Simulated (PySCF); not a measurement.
# Debugging a PySCF script (I2S2)

```python
from pyscf import gto, scf, mp

mol = gto.M(
    atom='S -0.6714 -1.3651 -0.7252; S 0.6714 -1.3651 0.7252; I 2.3923 0.343 0.2436; I -2.3923 0.343 -0.2436',
    basis='def2-svp',
    ecp={'I': 'def2-svp'},
    charge=0,
    spin=0,
    symmetry=True,
    verbose=4,
)
mf = scf.RHF(mol)
mf.max_cycle = 3
mf.kernel()
mp.MP2(mf, frozen=18).kernel()
mf.dip_moment()
print('orbital energies (hartree):', mf.mo_energy[..., max(0, mol.nelec[1]-3):mol.nelec[0]+3].round(4))
```

```bash
$ OMP_NUM_THREADS=1 python input.py
```

The log, shortened:

```
[earlier lines left out]
init E= -1324.24943914392
cycle= 1 E= -1385.52297588798  delta_E= -61.3  |g|= 3.24  |ddm|= 10.7
cycle= 2 E= -1385.05983780687  delta_E= 0.463  |g|= 2.85  |ddm|= 8.74
cycle= 3 E= -1387.73961460614  delta_E= -2.68  |g|= 0.882  |ddm|=  5.7
SCF not converged.
SCF energy = -1387.73961460614

******** <class 'pyscf.mp.mp2.RMP2'> ********
nocc = 23, nmo = 70
frozen orbitals 18
Init E(MP2) = -0.54529531280085
cycle = 1  E_corr(MP2) = -0.521249921902305  dE = 0.0240453909  norm(t2) = 0.162424
cycle = 2  E_corr(MP2) = -0.55331543623354  dE = -0.0320655143  norm(t2) = 0.126026
cycle = 3  E_corr(MP2) = -0.545188630456985  dE = 0.00812680578  norm(t2) = 0.111354
cycle = 4  E_corr(MP2) = -0.545997631265355  dE = -0.000809000808  norm(t2) = 0.0144558
cycle = 5  E_corr(MP2) = -0.548035814503767  dE = -0.00203818324  norm(t2) = 0.00935731
cycle = 6  E_corr(MP2) = -0.548233632550662  dE = -0.000197818047  norm(t2) = 0.00267459
cycle = 7  E_corr(MP2) = -0.548141389192242  dE = 9.22433584e-05  norm(t2) = 0.00137821
cycle = 8  E_corr(MP2) = -0.548095629150117  dE = 4.57600421e-05  norm(t2) = 0.000633953
cycle = 9  E_corr(MP2) = -0.548109487150966  dE = -1.38580008e-05  norm(t2) = 0.000346711
cycle = 10  E_corr(MP2) = -0.548116144813876  dE = -6.65766291e-06  norm(t2) = 0.000143697
cycle = 11  E_corr(MP2) = -0.548119514444669  dE = -3.36963079e-06  norm(t2) = 7.36394e-05
cycle = 12  E_corr(MP2) = -0.548119538559306  dE = -2.41146372e-08  norm(t2) = 3.43954e-05
cycle = 13  E_corr(MP2) = -0.548120773768028  dE = -1.23520872e-06  norm(t2) = 1.88071e-05
cycle = 14  E_corr(MP2) = -0.548121328898543  dE = -5.55130515e-07  norm(t2) = 1.17205e-05
cycle = 15  E_corr(MP2) = -0.548121424335699  dE = -9.54371561e-08  norm(t2) = 6.18087e-06
E(RMP2) = -1388.28773603048  E_corr = -0.548121424335699
E(SCS-RMP2) = -1388.25620191194  E_corr = -0.51658730579839
E_corr(same-spin) = -0.162875080851287
E_corr(oppo-spin) = -0.385246343484412
Dipole moment(X, Y, Z, Debye): -0.00000, -12.23086,  0.00000
orbital energies (hartree): [-0.257  -0.18   -0.166   0.0571  0.0582  0.202 ]
```

**Question.** Which setting is at fault, why, and what does a mended input give?

**Answer.** The cycle limit (3): the limit is below the number of cycles that the SCF needs. With this edit
```diff
- mf.max_cycle = 3
```
the run finishes: E(SCF) = -1388.104405 Eh, 14 cycles, E(MP2) − E(SCF) = -0.49351 Eh, μ(SCF) = 0.32 D.
